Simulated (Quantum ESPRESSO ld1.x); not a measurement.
Input (ld1.x (Quantum ESPRESSO 7.5)):

```
 &input
    zed=43.0,
    iswitch=1,
    rel=1,
    lsd=1,
    dft='PW',
    config='[Ne] 3s2 3p1 4s0 3d0',
    verbosity='high',
    prefix='ld1',
    max_out_wfc=37,
    file_charge='ld1.rho',
 /
```

Command: `OMP_NUM_THREADS=1 ld1.x < ld1.in > ld1.out`

It prints:

```
     Program LD1 v.7.5 starts

     --------------------------- All-electron run ----------------------------

     scalar relativistic calculation

     atomic number is 43.00
     dft =PW   lsd =1 sic =0 latt =0  beta=0.20 tr2=1.0E-14
     Exchange-correlation= PW
                           (   1   4   0   0   0   0   0)
     mesh =2047 r(mesh) = 100.16310 a.u. xmin = -8.00 dx = 0.00800
     1 Ry =  13.60569312 eV, c = 137.03599908

     n l     nl                  e(Ry)          e(Ha)          e(eV)
     1 0     1S 1( 1.00)   -1648.666078043    -824.333039022 -22431.2447201
     2 0     2S 1( 1.00)    -329.770322012    -164.885161006  -4486.7538024
     2 1     2P 1( 3.00)    -308.194043489    -154.097021745  -4193.1935781
     3 0     3S 1( 1.00)    -128.557594173     -64.278797086  -1749.1151749
     3 1     3P 1( 1.00)    -121.728452965     -60.864226483  -1656.1999754
     4 0     4S 1( 0.00)     -67.426666982     -33.713333491   -917.3865393
     3 2     3D 1( 0.00)    -112.984677998     -56.492338999  -1537.2348564
     1 0     1S 2( 1.00)   -1648.520042403    -824.260021201 -22429.2578040
     2 0     2S 2( 1.00)    -329.625664731    -164.812832366  -4484.7856398
     2 1     2P 2( 3.00)    -308.025688287    -154.012844143  -4190.9029888
     3 0     3S 2( 1.00)    -128.026774646     -64.013387323  -1741.8930074
     3 1     3P 2( 0.00)    -121.196298085     -60.598149042  -1648.9596394
     4 0     4S 2( 0.00)     -67.238512154     -33.619256077   -914.8265624
     3 2     3D 2( 0.00)    -112.518860845     -56.259430423  -1530.8970912

     final scf error:  1.0E-14 reached in  14 iterations

     Etot =   -7208.587042 Ry,   -3604.293521 Ha,  -98077.823140 eV
     Total magnetization:    1.00 Bohr mag.

     Ekin =    7481.525759 Ry,    3740.762879 Ha,  101791.343563 eV
     Encl =  -15615.669637 Ry,   -7807.834819 Ha, -212462.008994 eV
     Eh   =    1073.611417 Ry,     536.805709 Ha,   14607.227475 eV
     Exc  =    -148.054580 Ry,     -74.027290 Ha,   -2014.385183 eV

     normalization and overlap integrals

     s(1S/1S) =  1.000000  <r> =   0.0343  <r2> =    0.0016  r(max) =   0.0223
     s(1S/2S) = -0.009620
     s(1S/3S) = -0.004559
     s(1S/4S) = -0.002789
     s(2S/2S) =  1.000000  <r> =   0.1475  <r2> =    0.0256  r(max) =   0.1258
     s(2S/3S) = -0.002783
     s(2S/4S) = -0.001603
     s(2P/2P) =  1.000000  <r> =   0.1281  <r2> =    0.0200  r(max) =   0.0997
     s(2P/3P) = -0.002311
     s(3S/3S) =  1.000000  <r> =   0.3605  <r2> =    0.1477  r(max) =   0.3419
     s(3S/4S) = -0.001222
     s(3P/3P) =  1.000000  <r> =   0.3491  <r2> =    0.1404  r(max) =   0.3285
     s(4S/4S) =  1.000000  <r> =   0.6733  <r2> =    0.5099  r(max) =   0.6803
     s(3D/3D) =  1.000000  <r> =   0.3094  <r2> =    0.1103  r(max) =   0.2626
     s(1S/1S) =  1.000000  <r> =   0.0343  <r2> =    0.0016  r(max) =   0.0223
     s(1S/2S) = -0.009623
     s(1S/3S) = -0.004553
     s(1S/4S) = -0.002782
     s(2S/2S) =  1.000000  <r> =   0.1474  <r2> =    0.0255  r(max) =   0.1258
     s(2S/3S) = -0.002781
     s(2S/4S) = -0.001601
     s(2P/2P) =  1.000000  <r> =   0.1281  <r2> =    0.0199  r(max) =   0.0997
     s(2P/3P) = -0.002310
     s(3S/3S) =  1.000000  <r> =   0.3608  <r2> =    0.1480  r(max) =   0.3419
     s(3S/4S) = -0.001218
     s(3P/3P) =  1.000000  <r> =   0.3494  <r2> =    0.1406  r(max) =   0.3285
     s(4S/4S) =  1.000000  <r> =   0.6748  <r2> =    0.5121  r(max) =   0.6803
     s(3D/3D) =  1.000000  <r> =   0.3092  <r2> =    0.1102  r(max) =   0.2626

     ------------------------ End of All-electron run ------------------------
```

Run on one thread of a shared host, so times are rough (Intel(R) Xeon(R) Processor @ 2.60GHz): 0.6 s of CPU time, 0.63 s wall, 14 iterations on 2047 mesh points.
